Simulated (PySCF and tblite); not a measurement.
Values are calculated unless marked as measured or tabulated.
System: C4H11Se (charge +1), numbered as in [CH3:1][CH2:2][Se+:3]([CH3:4])[CH3:5].

For the rotation about the C2–Se3 bond (torsion C1–C2–Se3–C4 from -71° to 49°, rising): electronic barrier 2.44 kcal/mol, zero-point change 0.19 kcal/mol, thermal and entropy terms at 298.15 K a further 0.76 kcal/mol (symmetry numbers apart). The minimum is C1, the saddle C1. Geometries: GFN2-xTB; energies: PBE0/pcSseg-1 + D3(BJ); zero-point and thermal terms from GFN2-xTB harmonic modes (soft modes blended into free rotors). Rate constants are transition-state-theory values, counting equivalent paths, without tunnelling. (PySCF 2.14 with density fitting, tblite 0.8.)

(1) How many equivalent paths lead out of the minimum?

(2) Work out the rate at 298.15 K.

The ion is treated without a counter-ion. Spin–orbit effects of heavy atoms on shieldings are missing.

Results:

(1) 1: the symmetry number of the minimum is 1, that of the saddle displaced along its mode 1.

(2) ΔG‡ = 3.39 kcal/mol; k_B T/h = 6.2×10¹² s⁻¹; exp(−ΔG‡/RT) = 0.0033; times 1 gives k = 2×10¹⁰ s⁻¹. Wigner's tunnelling factor for the 82i cm⁻¹ mode would be 1.01.
